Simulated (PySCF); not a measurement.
## Atomic charges against the basis set

Compound: C2H5BN2O2.
Geometry (PBE0-D3(BJ)/def2-SVP, Å), atoms numbered from 1 in this order:
```xyz
12
C2H5BN2O2 angstrom
N     -2.0095    0.6559    0.5860
B     -1.3737    0.1463   -0.5374
N      0.0396   -0.2081   -0.4861
C      0.8572   -0.1021    0.5877
O      0.5593    0.2933    1.6997
C      2.2963   -0.5364    0.3123
O      2.6645   -0.9300   -0.7605
H     -2.9855    0.9125    0.5921
H     -1.5012    0.7819    1.4556
H     -1.9538   -0.0181   -1.5833
H      0.5119   -0.5707   -1.3099
H      2.9627   -0.4450    1.2026
```

PBE0 throughout (PySCF), one geometry, spherical d and f functions. Geometry: PBE0-D3(BJ)/def2-SVP, one conformer, isolated molecule. The first 7 of 11 kinds of atom are listed.

Mulliken charges (e):

```csv
basis,functions,N1,B2,N3,C4,O5,C6,O7
STO-3G,40,-0.470,+0.299,-0.388,+0.205,-0.231,+0.080,-0.173
6-31G,73,-0.847,+0.541,-0.748,+0.465,-0.453,+0.175,-0.361
pcSseg-0,73,-0.854,+0.565,-0.834,+0.536,-0.527,+0.242,-0.435
6-31G*,108,-0.788,+0.332,-0.638,+0.502,-0.475,+0.163,-0.359
cc-pVDZ,123,-0.015,-0.083,-0.066,+0.115,-0.271,+0.194,-0.181
def2-SVP,123,-0.121,-0.028,-0.118,+0.099,-0.268,+0.179,-0.189
aug-cc-pVDZ,206,+0.001,-0.372,-0.195,+0.709,-0.619,+0.721,-0.526
"6-311+G(2d,p)",219,-0.619,+0.486,-0.465,+0.401,-0.512,+0.077,-0.340
def2-TZVP,247,-0.460,+0.124,-0.334,+0.318,-0.382,+0.112,-0.257
cc-pVTZ,280,-0.237,-0.009,-0.108,+0.199,-0.334,+0.144,-0.228
IGLO-III,295,-0.522,+0.440,-0.409,+0.399,-0.452,+0.211,-0.368
pcSseg-2,322,-0.431,+0.520,-0.472,+0.421,-0.458,+0.302,-0.349
```

IAO charges (e):

| basis | functions | N1 | B2 | N3 | C4 | O5 | C6 | O7 |
| --- | --- | --- | --- | --- | --- | --- | --- | --- |
| STO-3G | 40 | -0.463 | +0.162 | -0.329 | +0.186 | -0.241 | +0.047 | -0.170 |
| 6-31G | 73 | -0.550 | +0.166 | -0.383 | +0.345 | -0.440 | +0.183 | -0.332 |
| pcSseg-0 | 73 | -0.511 | +0.144 | -0.368 | +0.339 | -0.430 | +0.180 | -0.322 |
| 6-31G* | 108 | -0.550 | +0.188 | -0.396 | +0.386 | -0.462 | +0.221 | -0.354 |
| cc-pVDZ | 123 | -0.538 | +0.161 | -0.391 | +0.382 | -0.456 | +0.217 | -0.347 |
| def2-SVP | 123 | -0.528 | +0.162 | -0.385 | +0.379 | -0.456 | +0.219 | -0.347 |
| aug-cc-pVDZ | 206 | -0.565 | +0.170 | -0.401 | +0.392 | -0.473 | +0.228 | -0.362 |
| 6-311+G(2d,p) | 219 | -0.569 | +0.175 | -0.404 | +0.393 | -0.475 | +0.229 | -0.364 |
| def2-TZVP | 247 | -0.567 | +0.177 | -0.405 | +0.396 | -0.474 | +0.229 | -0.364 |
| cc-pVTZ | 280 | -0.565 | +0.176 | -0.404 | +0.395 | -0.471 | +0.227 | -0.361 |
| IGLO-III | 295 | -0.570 | +0.177 | -0.406 | +0.394 | -0.475 | +0.228 | -0.364 |
| pcSseg-2 | 322 | -0.570 | +0.179 | -0.406 | +0.395 | -0.474 | +0.229 | -0.364 |

Task: Which scheme is steadiest as the basis changes?

Result: Largest range over the bases for any column: IAO 0.23 e, Mulliken 0.94 e. IAO charges move least and Mulliken charges most, counted in e. Without the minimal STO-3G basis the ranges are IAO 0.06, Mulliken 0.94 e.

Task: How much do the charges still move between the two largest bases, IGLO-III and pcSseg-2?

Result: At most, over all atoms: Mulliken 0.091 e, IAO 0.002 e.

Task: What do the same runs give for the total energy, the frontier levels and the dipole moment?

Result: 
| basis | energy (Eh) | HOMO (eV) | LUMO (eV) | μ (D) |
| --- | --- | --- | --- | --- |
| STO-3G | -358.9094 | -3.88 | 1.10 | 0.97 |
| 6-31G | -363.5759 | -7.47 | -2.41 | 1.25 |
| pcSseg-0 | -362.8438 | -7.64 | -2.57 | 1.14 |
| 6-31G* | -363.6857 | -7.35 | -2.18 | 1.17 |
| cc-pVDZ | -363.7246 | -7.36 | -2.20 | 1.17 |
| def2-SVP | -363.4325 | -7.49 | -2.33 | 1.17 |
| aug-cc-pVDZ | -363.7534 | -7.67 | -2.56 | 1.19 |
| 6-311+G(2d,p) | -363.8133 | -7.72 | -2.58 | 1.24 |
| def2-TZVP | -363.8435 | -7.66 | -2.51 | 1.20 |
| cc-pVTZ | -363.8309 | -7.60 | -2.44 | 1.17 |
| IGLO-III | -363.8509 | -7.70 | -2.56 | 1.20 |
| pcSseg-2 | -363.8443 | -7.70 | -2.57 | 1.20 |

The dipole is fixed by the density alone, so its range of 0.28 D shows that the density itself changes with the basis, not only its division among atoms.
